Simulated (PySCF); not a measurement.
**State search for AgBr**

Unrestricted PBE0; basis Ag x2c-TZVPPall, Br x2c-TZVPPall; spin-free X2C with a Gaussian nucleus; PySCF 2.14. Outer shells of the fragments: Ag 4d10 5s1; Br 3d10 4s2 4p5.

Followed along the bond (rough minima from three points):

```json
{"2Ms+1": "1", "unpaired": "none", "⟨S²⟩ at the start": "0.00", "R at minimum (Å)": "2.42", "Te (eV)": "0.00"}
{"2Ms+1": "3", "unpaired": "σ ↑, π ↑", "⟨S²⟩ at the start": "2.01", "R at minimum (Å)": "none in the scan", "Te (eV)": "≤ 2.87"}
```

Solutions found at the starting distance of 2.450 Å, counted from the lowest of them; the search is not exhaustive and high or unbound solutions are not listed, so other states can lie among these:

```json
{"2Ms+1": "1", "unpaired": "none", "term": "¹Σ⁺", "E (eV)": "0.00", "⟨S²⟩": "0.00", "⟨Lz²⟩": "0.00", "μ (D)": "-5.49"}
{"2Ms+1": "3", "unpaired": "σ ↑, π ↑", "term": "³Π", "E (eV)": "2.95", "⟨S²⟩": "2.01", "⟨Lz²⟩": "1.01", "μ (D)": "1.64"}
{"2Ms+1": "3", "unpaired": "σ ↑↑", "term": "³Σ⁺", "E (eV)": "2.99", "⟨S²⟩": "2.01", "⟨Lz²⟩": "0.00", "μ (D)": "-0.16"}
{"2Ms+1": "1", "unpaired": "σ ↑, π ↓", "term": "mixed", "E (eV)": "3.03", "⟨S²⟩": "1.01", "⟨Lz²⟩": "1.01", "μ (D)": "1.78"}
{"2Ms+1": "3", "unpaired": "σ ↑, δ ↑", "term": "³Δ", "E (eV)": "5.17", "⟨S²⟩": "2.00", "⟨Lz²⟩": "4.00", "μ (D)": "-3.15"}
{"2Ms+1": "3", "unpaired": "π ↑↑", "term": "mixed", "E (eV)": "5.87", "⟨S²⟩": "2.01", "⟨Lz²⟩": "2.01", "μ (D)": "1.52"}
```

A term symbol is given only where ⟨S²⟩ and ⟨Lz²⟩ are close to those of a pure state; real π, δ and φ orbitals otherwise mix terms. A positive dipole means Ag(−)Br(+).

Spin–orbit coupling is left out. Counting both spins, an empty level lies below a filled one in some of these solutions, because spin and occupation are held.
